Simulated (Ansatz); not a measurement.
```yaml
crystal:
  periodic: [false, false, false]
  atoms:
    - {symbol: Sn, position_ang: [-0.543817, -0.006185, -0.534643]}
    - {symbol: O, position_ang: [-0.355137, 0.027401, 1.792439]}
    - {symbol: H, position_ang: [-0.353680, -0.927884, 1.980139]}
    - {symbol: H, position_ang: [-1.205685, 0.363355, 2.115624]}
    - {symbol: Cl, position_ang: [-0.210515, -0.174097, -2.864369]}
    - {symbol: O, position_ang: [1.786419, -0.009957, -0.385045]}
    - {symbol: H, position_ang: [1.963290, 0.947286, -0.399270]}
    - {symbol: H, position_ang: [2.100141, -0.354120, -1.235819]}
    - {symbol: Cl, position_ang: [-2.869316, 0.137382, -0.161941]}
    - {symbol: Cl, position_ang: [-0.048313, 2.319780, -0.291454]}
    - {symbol: Cl, position_ang: [-0.263387, -2.322980, -0.015649]}
basis:
  gaussian: {orbitals: def2-TZVPD}
total_charge: -1
magnetization: {spin_polarized: true, initial_magnetization: 1}
hamiltonian: {xc: pbe0, dispersion: d4}
scf: {omitted_lower_state_checks: [starts]}
output: {orbitals: {seedname: orbitals}}
```

```sh
$ ansatz run in.yaml --threads 4 --pin off --events-out ev --progress --plain --max-ram 4787MiB
```

(1) Does this run fit into the memory that it is given?

Answers

(1) No. It has 356 basis functions, and Ansatz plans for 4.87 GiB where 4.67 GiB are given.
